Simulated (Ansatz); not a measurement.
Reactions of `[F][Al]1[O]C[SiH2]1`.

Isolated molecules relaxed with PBE0-D4/def2-TZVP in Ansatz; ΔE leaves out vibrations. CCSD(T)/CBS is the MP2 limit (def2-TZVPP, def2-QZVPP) plus CCSD(T) − MP2 in def2-TZVPP, frozen cores. This one scheme is used for every species, atoms too. For atomizations the MP2-based limit and the directly extrapolated one differ by several kJ/mol either way, and by 10 to 25 for some Ge, Se and Sn compounds, so smaller differences from it don't rank the levels. Functionals use def2-TZVPP. No spin–orbit coupling; open shells (•) take unrestricted orbitals. Spin–orbit coupling would lower the free atoms: a little for Al, C, F, O, Si. One conformer a species, not always the lowest.

```csv
reaction,CCSD(T)/CBS(def2) (eV)
`[F][Al]1[O]C[SiH2]1` + H₂O → `[OH][Al]1[O]C[SiH2]1` + H–F,0.52
`[F][Al]1[O]C[SiH2]1` → `[F][Al]1[CH2]O[SiH2]1`,?
`[F][Al]1[O]C[SiH2]1` → Al• + C• + F• + 4 H• + O• + Si•,34.30
`[F][Al]1[O]C[SiH2]1` + H₂ → `C1[O][AlH][SiH2]1` + H–F,1.73
```

Question: Fill in the missing values. (An estimate is asked.)

Answer: The calculation gave: `[F][Al]1[O]C[SiH2]1` → `[F][Al]1[CH2]O[SiH2]1`: +0.59 eV.

Largest T1 diagnostic: 0.018, for Al•.
